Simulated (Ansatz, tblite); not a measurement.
Removing and adding an electron: [Li(H2O)4]+ (LiO4H8⁺). The state is a singlet with charge 1. Geometry: r2SCAN-D4/def2-SVP. Ansatz, gas phase; energy differences of separate SCF runs; the oxidised species was run as a doublet alone; the reduced species was run as a doublet alone.

```xyz
13

Li    0.000   -0.002    0.003
O    -1.397   -1.066    0.796
H    -1.652   -1.063    1.729
H    -2.039   -1.644    0.362
O    -0.693    0.812   -1.600
H    -0.256    0.823   -2.462
H    -1.560    1.213   -1.754
O     1.515   -1.111   -0.429
H     2.431   -0.849   -0.593
H     1.526   -2.078   -0.435
O     0.576    1.365    1.232
H     1.161    1.290    1.998
H     0.387    2.310    1.152
```

The xTB rows come from tblite.

```json
{"level": "GFN1-xTB", "−HOMO (eV)": "18.04", "vertical IE (eV)": "21.15", "−LUMO (eV)": "9.37", "vertical EA (eV)": "6.88", "HOMO–LUMO gap (eV)": "8.68", "IE − EA (eV)": "14.27"}
{"level": "GFN2-xTB", "−HOMO (eV)": "16.41", "vertical IE (eV)": "19.38", "−LUMO (eV)": "7.17", "vertical EA (eV)": "3.92", "HOMO–LUMO gap (eV)": "9.24", "IE − EA (eV)": "15.46"}
{"level": "PBE-D4/def2-TZVP", "−HOMO (eV)": "11.87", "vertical IE (eV)": "–", "−LUMO (eV)": "4.94", "vertical EA (eV)": "3.25", "HOMO–LUMO gap (eV)": "6.94", "IE − EA (eV)": "–"}
{"level": "r2SCAN-D4/def2-TZVP", "−HOMO (eV)": "12.30", "vertical IE (eV)": "–", "−LUMO (eV)": "4.15", "vertical EA (eV)": "2.93", "HOMO–LUMO gap (eV)": "8.15", "IE − EA (eV)": "–"}
{"level": "PBE0-D4/def2-TZVP", "−HOMO (eV)": "13.76", "vertical IE (eV)": "15.81", "−LUMO (eV)": "4.15", "vertical EA (eV)": "2.98", "HOMO–LUMO gap (eV)": "9.61", "IE − EA (eV)": "12.83"}
```

Run but left out: PBE-D4/def2-TZVP, r2SCAN-D4/def2-TZVP (charge +2 doublet: an occupied level 0.01 eV above an empty one).   Raw xTB energy differences between charge states are shifted by several eV; the methods need an empirical correction for them.
